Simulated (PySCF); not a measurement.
# Static response to an electric field

Species: C4H8O2Si.
Geometry (GFN2-xTB, Å), atoms numbered from 1 in this order:
```xyz
15
C4H8O2Si angstrom
C     -2.547    0.687    0.301
O     -1.378    0.392    1.025
C     -0.235    0.186    0.298
C     -0.094    0.231   -1.034
O      1.116    0.002   -1.607
C      2.155   -0.276   -0.666
Si     1.409   -0.213    1.105
H     -3.335    0.818    1.041
H     -2.433    1.608   -0.281
H     -2.813   -0.133   -0.376
H     -0.850    0.436   -1.776
H      2.942    0.464   -0.832
H      2.570   -1.252   -0.928
H      1.490   -1.506    1.789
H      1.999    0.852    1.919
```

Level: PBE0/def2-SVPD (PySCF), static field, nuclei fixed, core orbitals frozen in the response. The polarisability tensor in these axes (au):

```
x   92.81 -6.52 -0.17
y   -6.52 64.05 -1.22
z   -0.17 -1.22 85.03
```

Task: What are the eigenvalues, a third of the trace, and Δα (Δα² = ½Σ(αi − αj)² over the three pairs)?

Result: Principal values 62.57, 85.10 and 94.22 au; mean 80.63 au = 11.95 Å³ = 13.29 × 10⁻⁴⁰ C²·m²/J; Δα = 28.22 au (35 % of the mean).

Task: What is the dipole moment, and where does it point?

Result: (-0.36, 0.08, -0.07) D, 0.38 D in size, pointing from the negative to the positive side. Measured along this direction, the outermost atoms are H13 and H12 at the negative end and H8 at the positive end.

Task: Along which axes do the principal values lie, and how far do the nuclei extend along each?

Result: Largest value along (0.98, -0.21, 0.01), where the nuclei span 6.19 Å; middle along (-0.02, -0.05, 1.00), 3.61 Å; least along (0.21, 0.98, 0.05), 2.42 Å. The response follows the extents in order.

Task: Estimate the molar refractivity from the static electronic polarisability.

Result: Lorentz–Lorenz: R = (4π/3)N_A α = 2.5225 cm³/(mol·Å³) × 11.95 Å³ = 30.1 cm³/mol, in the limit of long wavelengths.

Task: In a dilute gas of rigid molecules at 500 K, how does the orientational term μ²/3kT compare with the electronic polarisability?

Result: In Gaussian units μ²/3kT = 0.69 Å³ against 11.95 Å³, a ratio of 0.06; the Debye molar polarisation (4π/3)N_A(α + μ²/3kT) is 31.9 cm³/mol, leaving out the vibrational part.

Task: What depolarisation ratio follows for Rayleigh scattering of linearly polarised light, taking the static tensor?

Result: ρ = 3Δα²/(45ᾱ² + 4Δα²) = 2389.1/(292552 + 3185.5) = 0.00808.

Task: What are the principal values of the traceless quadrupole moment, Θ = ½Σq(3rr − r²1), about the centre of nuclear charge?

Result: -8.30, -3.29, 11.59 D·Å. The values depend on the origin, since the dipole doesn't vanish. The electronic extent ⟨r²⟩ about the same centre is 990 bohr², a root-mean-square distance of 2.11 Å for the 62 electrons.

Isolated species at its GFN2-xTB geometry (one conformer only).
